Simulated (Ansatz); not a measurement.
Ansatz (a program for electronic structure) input (B3LYP-D3(BJ)/def2-TZVP):

Ansatz 0.2 input:
```yaml
crystal:
  periodic: [false, false, false]
  atoms:
    - {symbol: Ge, position_ang: [0.02039971, 0.02031546, 1.06431242]}
    - {symbol: I, position_ang: [1.02105417, -1.71170687, -0.54882145]}
    - {symbol: I, position_ang: [-1.02423826, 1.75237815, -0.52091950]}
basis:
  gaussian:
    orbitals: def2-TZVP
hamiltonian:
  xc: b3lyp
  dispersion: d3bj
relax: {f_tol: 0.002, max_steps: 150}
```

End of the output:

```
reference -72729.03574457 eV, -2672.7427661020 hartree; 41, 41 occupied and 107, 107 virtual orbitals, 1211 factors
relax step   1: F+E_penalty+E_count = -72729.30870410 eV  Δ(F+E_penalty+E_count) = +0.000e0 eV  max|allowed force component| = 1.714e-1 eV/Å  Δτ_max = 0.0000 Å  (28 SCF iters, accepted)
these checks for a lower state are left out or cut short: starts, cluster_reference, orbital_swaps, neighbouring_geometries, increment
integrals: 0.08 GiB planned
1211 factors; their error is unknown
mean field: 0.73 GiB planned
mean field -72729.03745584 eV, -2672.7428289900 hartree, gradient 1.2e-5 eV, S^2 0.000000; 0 other end points of the search recorded, 0 dependent functions left out
the calculation of the forces begins
reference -72729.03765954 eV, -2672.7428364756 hartree; 41, 41 occupied and 107, 107 virtual orbitals, 1211 factors
relax step   2: F+E_penalty+E_count = -72729.31006804 eV  Δ(F+E_penalty+E_count) = -1.364e-3 eV  max|allowed force component| = 7.422e-2 eV/Å  Δτ_max = 0.0163 Å  (33 SCF iters, accepted)
these checks for a lower state are left out or cut short: starts, cluster_reference, orbital_swaps, neighbouring_geometries, increment
integrals: 0.08 GiB planned
1211 factors; their error is unknown
mean field: 0.73 GiB planned
mean field evaluation 32: about -72729.0378 eV, gradient 1.1e-5 eV
mean field -72729.03775517 eV, -2672.7428399900 hartree, gradient 1.1e-5 eV, S^2 0.000000; 0 other end points of the search recorded, 0 dependent functions left out
the calculation of the forces begins
reference -72729.03795869 eV, -2672.7428474695 hartree; 41, 41 occupied and 107, 107 virtual orbitals, 1211 factors
relax step   3: F+E_penalty+E_count = -72729.31038459 eV  Δ(F+E_penalty+E_count) = -3.166e-4 eV  max|allowed force component| = 1.761e-3 eV/Å  Δτ_max = 0.0058 Å  (33 SCF iters, accepted)
integrals: 0.08 GiB planned
1211 factors; their error is unknown
mean field: 0.73 GiB planned
mean field -72729.03775517 eV, -2672.7428399900 hartree, gradient 1.1e-5 eV, S^2 0.000000; 1 other end points of the search recorded, 0 dependent functions left out
the calculation of the forces begins
reference -72729.03795869 eV, -2672.7428474695 hartree; 41, 41 occupied and 107, 107 virtual orbitals, 1211 factors
Total energy: -72729.31058812 eV, -2672.7528664162 hartree
Atom 0 at     0.020515     0.020364     1.074761 Å, force    -0.000035     0.000031    -0.001241 eV/Å
Atom 1 at     1.023073    -1.715249    -0.554097 Å, force    -0.001013     0.001730     0.000620 eV/Å
Atom 2 at    -1.026372     1.755871    -0.526092 Å, force     0.001049    -0.001761     0.000621 eV/Å
Dipole moment:     0.004480     0.000005     0.326192 e Å
```
